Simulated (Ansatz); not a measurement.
Molecule: C4H8Se, charge 0, multiplicity 1. SMILES: C=C(C)C[SeH]
Geometry from a B3LYP-D3(BJ)/def2-TZVP (Ansatz, a quantum-chemistry and plane-wave program) optimisation:
```
C
C 1 1.3313
H 2 1.0826 1 121.52
H 2 1.0830 3 116.92 1 179.84
C 1 1.4940 2 120.73 3 -179.40
H 5 1.0874 1 111.61 2 6.21
H 5 1.0888 6 108.56 1 -124.18
C 1 1.5000 2 122.61 3 0.07
H 8 1.0890 1 111.48 2 -2.76
H 8 1.0928 9 108.32 1 -121.92
H 8 1.0943 9 108.43 10 -115.83
Se 5 1.9975 6 104.02 7 -112.39
H 12 1.4713 5 95.65 6 154.50
```
Charge 0, spin multiplicity 1.

Wanted: vertical triplet-singlet gap (E(triplet) - E(singlet); each state is the SCF solution reached for its spin), in eV. Correlated levels leave the core frozen unless marked. UHF or UKS for open shells. No spin-orbit coupling. Frozen are the shells of the preceding noble gas and the d and f shells that filled before the atom's block. No relativistic terms. CBS marks a two-point X^-3 extrapolation of the correlation energy; Hartree-Fock from the larger set. The bracket is a focal-point correction in the basis named.

```json
[
 {"level": "SVWN5/def2-TZVPD", "program": "Ansatz", "vertical triplet-singlet gap (eV)": "(withheld)"},
 {"level": "PBE/def2-TZVPD", "program": "Ansatz", "vertical triplet-singlet gap (eV)": "3.97"},
 {"level": "B3LYP/def2-TZVPD", "program": "Ansatz", "vertical triplet-singlet gap (eV)": "4.14"},
 {"level": "PBE0/def2-TZVPD", "program": "Ansatz", "vertical triplet-singlet gap (eV)": "4.04"},
 {"level": "CAM-B3LYP/def2-TZVPD", "program": "Ansatz", "vertical triplet-singlet gap (eV)": "4.39"},
 {"level": "wB97M-V/def2-TZVPD", "program": "Ansatz", "vertical triplet-singlet gap (eV)": "(withheld)"},
 {"level": "wB97X-V/def2-TZVPD", "program": "Ansatz", "vertical triplet-singlet gap (eV)": "(withheld)"},
 {"level": "SCS-MP2/aug-cc-pVDZ", "program": "Ansatz", "vertical triplet-singlet gap (eV)": "4.62"},
 {"level": "SCS-MP2/aug-cc-pVTZ", "program": "Ansatz", "vertical triplet-singlet gap (eV)": "4.65"},
 {"level": "CCSD/aug-cc-pVDZ", "program": "Ansatz", "vertical triplet-singlet gap (eV)": "4.30"},
 {"level": "CCSD/aug-cc-pVTZ", "program": "Ansatz", "vertical triplet-singlet gap (eV)": "4.28"},
 {"level": "RI-MP2/CBS(aug-cc-pVTZ,aug-cc-pVQZ)+[CCSD(T)-MP2]/aug-cc-pVTZ", "program": "Ansatz", "vertical triplet-singlet gap (eV)": "(withheld)"}
]
```

Fill in the missing entries.


- SVWN5/def2-TZVPD, vertical triplet-singlet gap (eV): 4.08
- wB97M-V/def2-TZVPD, vertical triplet-singlet gap (eV): 4.46
- wB97X-V/def2-TZVPD, vertical triplet-singlet gap (eV): 4.54
- RI-MP2/CBS(aug-cc-pVTZ,aug-cc-pVQZ)+[CCSD(T)-MP2]/aug-cc-pVTZ, vertical triplet-singlet gap (eV): 4.43
